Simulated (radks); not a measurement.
Initial-state core-level shifts of the tellurium ion Te2+ when its valence configuration changes from [Kr] 4d10 5s2 5p2. Calculated with a radial shooting solver on a logarithmic mesh with Libxc functionals: scalar-relativistic Kohn-Sham, PBEsol, spin-polarised, spherical densities, finite nucleus; open shells are filled with parallel spins first (spin-orbit coupling, left out, can overturn this in heavy ions); Fermi nuclear charge, rms radius 4.7423 fm. Shifts are changes of the shell-averaged eigenvalues in eV (positive: less bound); the change of the density at the nucleus, which sets a Mossbauer isomer shift, is in e/bohr^3, on a base of 2.347e+05.

4d10 5s1.5 5p2.5: 1s -0.588; 2p -0.577; 3s -0.598; 4p -0.595; density at nucleus -33.78
4d10 5p4: 1s -2.834; 2p -2.784; 3s -2.845; 4p -2.778; density at nucleus -136.77
4d9.5 5s2 5p2.5: 1s -4.609; 2p -4.855; 3s -4.643; 4p -3.772; density at nucleus +11.96
4d8.5 5s2 5p3.5: 1s -14.086; 2p -14.864; 3s -14.162; 4p -11.359; density at nucleus +36.22
4d9 5s2 5p3: 1s -9.255; 2p -9.762; 3s -9.317; 4p -7.515; density at nucleus +24.18
4d9 5s1 5p4: 1s -10.634; 2p -11.122; 3s -10.710; 4p -8.861; density at nucleus -49.91
4d9 5p5: 1s -12.154; 2p -12.618; 3s -12.229; 4p -10.321; density at nucleus -125.46
4d8 5s2 5p4: 1s -18.950; 2p -20.012; 3s -19.032; 4p -15.171; density at nucleus +48.64
4d10 5s1 5p3: 1s -1.118; 2p -1.099; 3s -1.144; 4p -1.140; density at nucleus -68.50
